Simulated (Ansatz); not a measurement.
`CC([SiH3])CF` + H₂O → `CC(O)CF` + SiH₄ at 600 K and 1 bar (formal hydrolysis of a C–Si bond).

Isolated molecules relaxed with PBE0-D4/def2-TZVP in Ansatz; ΔE leaves out vibrations. CCSD(T)/CBS is the MP2 limit (def2-TZVPP, def2-QZVPP) plus CCSD(T) − MP2 in def2-TZVPP, frozen cores. This one scheme is used for every species. Each species was taken in one conformer, which may not be the lowest.

```tsv
species	CCSD(T)/CBS energy (Eh)	H − E (kJ/mol)	S (J/(mol·K))
`CC([SiH3])CF`	-508.43711	360.9	453.1
H₂O	-76.37941	76.8	212.8
`CC(O)CF`	-293.33195	323.2	402.6
SiH₄	-291.46306	108.7	242.3
```

H − E and S are ideal-gas, rigid-rotor, harmonic terms from PBE0-D4/def2-TZVP, for one conformer and one mirror image of each species. 1 Eh = 2625.50 kJ/mol, R = 8.31446 J/(mol·K).

**Question.** By hand: ΔE, ΔH, ΔS and ΔG.

**Answer.** ΔE = (-293.33195) + (-291.46306) − (-508.43711) − (-76.37941) = 0.02151 Eh = 56.5 kJ/mol. Δ(H − E) = 323.2 + 108.7 − 360.9 − 76.8 = -5.8, so ΔH = 50.7 kJ/mol. ΔS = 402.6 + 242.3 − 453.1 − 212.8 = -21.0 J/(mol·K). ΔG = 50.7 − 600 × (-21.0)/1000 = 63.3 kJ/mol.

**Question.** By hand: the equilibrium constant, and the temperature at which ΔG would vanish if ΔH and ΔS stayed fixed.

**Answer.** log₁₀ K = −ΔG/(RT ln 10) = -5.5. ΔH and −TΔS have one sign here, so there is no such temperature.

ΔH outweighs TΔS. A doubt of 5 kJ/mol in ΔE shifts log₁₀ K by 0.4 here. Other conformers and mirror images would add mixing entropy, several J/(mol·K) or more a flexible species. These are equilibria of isolated gas molecules and say nothing of rates. Largest T1 diagnostic: 0.011 (customary marks: 0.02 for closed shells, 0.045 for open ones).
